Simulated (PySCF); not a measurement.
B(H)2(SH) (BH3S), SMILES BS.

Geometry: ωB97X-D3(BJ)/def2-TZVP.

All values below come from B3LYP/def2-TZVPD in PySCF.

Computed frontier levels, gap, dipole moment and polarisability:
highest occupied level: -8.23 eV
lowest empty level: -1.56 eV
orbital gap: 6.67 eV
dipole moment: 0.84 D
quadrupole, principal values (traceless, Buckingham form, about the centre of nuclear charge): -1.76, -0.67, 2.43 D·Å
mean static polarisability: 38.2 bohr³ (5.66 Å³)
polarisability, principal values: 31.2, 35.5, 48.0 bohr³
